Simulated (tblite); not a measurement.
`CCC[C@@H]1OCCO[C@@H]1F`. The geometry is computed with GFN2-xTB (gas phase).

```
atom  x, y, z in Å
C1    -3.4880   -0.0047    0.2521
C2    -2.0694   -0.5545    0.3201
C3    -1.0716    0.3791   -0.3601
C4     0.3465   -0.1796   -0.3004
O5     0.7561   -0.2401    1.0506
C6     2.0848   -0.6961    1.1662
C7     3.0267    0.2295    0.4020
O8     2.6424    0.2857   -0.9709
C9     1.3300    0.6661   -1.1304
F10    1.1913    2.0017   -0.7895
H11   -4.1803   -0.6759    0.7543
H12   -3.8060    0.1055   -0.7825
H13   -3.5444    0.9685    0.7336
H14   -1.7708   -0.6833    1.3608
H15   -2.0343   -1.5339   -0.1631
H16   -1.3445    0.5269   -1.4070
H17   -1.0768    1.3490    0.1383
H18    0.3775   -1.1967   -0.7340
H19    2.3178   -0.6974    2.2314
H20    2.1651   -1.7187    0.7655
H21    4.0511   -0.1416    0.4070
H22    2.9887    1.2372    0.8321
H23    1.1031    0.6002   -2.2021
```

Task: Which two atoms are farthest apart?

Result: H11···H21, 8.26 Å; the next longest distance is 7.95 Å.

Task: What is the repulsion energy of the bare nuclei, Σ ZA·ZB/RAB?

Result: 599.94 Eh over 253 pairs, with full nuclear charges and distances in bohr; the largest single term is 20.63 Eh (C9 with F10).

Task: Give the dihedral angles H18–C4–O5–C6, H14–C2–C3–H16, H17–C3–C4–O5, O5–C4–C9–H23, H21–C7–O8–C9, H18–C4–C9–O8.

Result: H18–C4–O5–C6 62° (synclinal); H14–C2–C3–H16 180° (antiperiplanar); H17–C3–C4–O5 56° (synclinal); O5–C4–C9–H23 172° (antiperiplanar); H21–C7–O8–C9 176° (antiperiplanar); H18–C4–C9–O8 -67° (synclinal). Dihedral signs follow IUPAC: positive where, seen along the central bond, the front bond turns clockwise onto the rear one.

Task: How far apart are these pairs, which share no bond: C2···H23, C3···C7, C7···H17, H13···H18, H13···H19, H14···H16, H15···H17?

Result: C2···H23 4.214 Å (4 bonds apart); C3···C7 4.171 Å (4 bonds apart); C7···H17 4.262 Å (5 bonds apart); H13···H18 4.714 Å (5 bonds apart); H13···H19 6.276 Å (7 bonds apart); H14···H16 3.051 Å (3 bonds apart); H15···H17 3.053 Å (3 bonds apart).

Task: What are the angles C1–C2–C3, C3–C2–H14, C2–C3–H16, O5–C4–H18, C4–O5–C6, O8–C7–H22, C6–C7–H21, H21–C7–H22?

Result: From the scalar product of the two bond vectors; for C1–C2–C3 it is -0.8559 Å² over 1.5229 × 1.5264 Å², cos θ = -0.3682. C1–C2–C3 111.6°; C3–C2–H14 108.6°; C2–C3–H16 110.3°; O5–C4–H18 109.1°; C4–O5–C6 111.4°; O8–C7–H22 109.4°; C6–C7–H21 111.8°; H21–C7–H22 110.1°.

Task: Write the matrix of distances between heavy atoms (Å, lower triangle).

Result: 
```
C1    0.000
C2    1.523  0.000
C3    2.522  1.526  0.000
C4    3.878  2.522  1.525  0.000
O5    4.325  2.935  2.390  1.413  0.000
C6    5.689  4.242  3.667  2.332  1.410  0.000
C7    6.521  5.157  4.171  2.801  2.408  1.526  0.000
O8    6.258  4.957  3.765  2.437  2.814  2.417  1.427  0.000
C9    5.057  3.892  2.538  1.540  2.430  2.775  2.328  1.376  0.000
F10   5.197  4.289  2.817  2.390  2.933  3.450  2.816  2.255  1.385  0.000
```

Its GFN2-xTB frequencies are all real (lowest 68 cm⁻¹). One conformer, not necessarily the lowest. 3 starts were optimised and ended at 0.00, 3.65 and 4.83 kcal/mol (GFN2-xTB); the lowest of these is shown.

On one thread, Arm Neoverse N1 (aarch64) (shared host), this took 0.66 s of wall time. These figures are those of the optimisation.
